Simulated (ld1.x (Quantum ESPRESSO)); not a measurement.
**Which change was made? (Ag, TM)**

silver (Ag), norm-conserving Troullier–Martins (Kleinman–Bylander form), made with ld1.x (Quantum ESPRESSO) 7.5 (LDA (PZ), fully relativistic). Core [Kr], reference 4d10 5s0.5 5p0.5. Waves: 5s (bound): rc 1.90 bohr; 5p (bound): rc 3.95 bohr; 4d (bound): rc 1.40 bohr. Local part: all-electron potential smoothed inside 2.20 bohr (lloc = -1). Core correction: none.

Open shells are filled in proportion to 2j + 1 (rel_dist='average').

Cutoffs, loose and tight: the cutoffs (Ry, on a coarse ladder) from which the occupation-weighted sum of valence levels, in a spherical-Bessel basis at the reference potential, stays within 10 and 1 mRy of its value at 400 Ry. They do not see the model core or the augmentation charge, which bear on the density cutoff. Test errors are all-electron minus pseudo excitation energies from the reference, over the configurations 4d10 5s1 5p0; 4d10 5s0 5p0; 4d9 5s0 5p0; 4d9 5s1 5p0; 4d9 5s2 5p0; 4d10 5s0.5 5p0; 4d7 5s0 5p0; variants that change the core or the reference have their own tests. The largest error is taken over the tests solved by every variant that gives reliable tests at all, those not shown here included: 4d10 5s0 5p0; 4d10 5s0.5 5p0; 4d10 5s1 5p0; 4d7 5s0 5p0; 4d9 5s0 5p0.

The base gives: outcome: generated; cutoff, loose: 80 Ry; cutoff, tight: 120 Ry; bound ghosts: none; largest test error (meV): -715.

After one change the result is: outcome: generated; cutoff, loose: 110 Ry; cutoff, tight: 140 Ry; bound ghosts: s; largest test error (meV): -469. Which change was it?
A. all radii scaled by about 1.30 (s 2.48, p 5.16, d 1.82 bohr); local potential all-electron potential smoothed inside 2.88 bohr (lloc = -1)
B. all radii scaled by about 0.74 (s 1.42, p 2.94, d 1.04 bohr); local potential all-electron potential smoothed inside 1.64 bohr (lloc = -1)
C. all radii scaled by about 1.14 (s 2.16, p 4.50, d 1.60 bohr); local potential all-electron potential smoothed inside 2.50 bohr (lloc = -1)

B. The others give: all radii scaled by about 1.30 (s 2.48, p 5.16, d 1.82 bohr); local potential all-electron potential smoothed inside 2.88 bohr (lloc = -1) → outcome: generated; cutoff, loose: 60 Ry; cutoff, tight: 90 Ry; bound ghosts: none; largest test error (meV): -1118 | all radii scaled by about 1.14 (s 2.16, p 4.50, d 1.60 bohr); local potential all-electron potential smoothed inside 2.50 bohr (lloc = -1) → outcome: generated; cutoff, loose: 70 Ry; cutoff, tight: 100 Ry; bound ghosts: none; largest test error (meV): -902.
